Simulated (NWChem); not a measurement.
# CH$_{3}$AlCl$_{2}$; SMILES [CH3][Al]([Cl])[Cl]

```xyz
7

Al     0.3421    -0.0006     0.0069
Cl    -0.7622    -1.7871    -0.0010
Cl    -0.7732     1.7793    -0.0010
C      2.2744     0.0125    -0.0007
H      2.6722     0.8287     0.6223
H      2.6441     0.1782    -1.0268
H      2.6918    -0.9421     0.3537
```
Atoms are numbered in this order, from 1.

Program: NWChem. Structure relaxed at the PBE0/def2-SVP level. Ions are spin-unrestricted doublets at the neutral geometry; other ion states weren't tried.

Problem. Predict the results for PBE0/def2-SVP. Quantities: −ε(HOMO) (eV).

Solution. 
```json
{
 "−ε(HOMO) (eV)": "8.81"
}
```
